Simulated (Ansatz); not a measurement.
**C5H8O2 (acetylacetone (keto form)): the vertical energy of the triplet above the singlet, rung by rung**

C5H8O2: 15 atoms, total charge 0, spin state singlet. SMILES: `CC(=O)CC(C)=O`. The coordinates come from a PBE0-D4/def2-TZVP relaxation. This is one conformer, not always the lowest.

Quantity: the vertical energy of the triplet above the singlet, in eV. The values are calculated.

```tsv
level	kind	program	value (eV)
HF/6-31G* (spherical functions)	Hartree–Fock	Ansatz	3.15
SVWN5/6-31G* (spherical functions)	LDA	Ansatz	3.34
PBE/6-31G* (spherical functions)	GGA	Ansatz	3.29
r2SCAN/6-31G* (spherical functions)	meta-GGA	Ansatz	3.42
B3LYP/6-31G* (spherical functions)	global hybrid	Ansatz	3.73
MP2/6-31G* (spherical functions)	perturbation theory	Ansatz	4.58
CCSD/6-31G* (spherical functions)	coupled cluster or CI	Ansatz	4.09
```

The values span 3.15 to 4.58 eV.
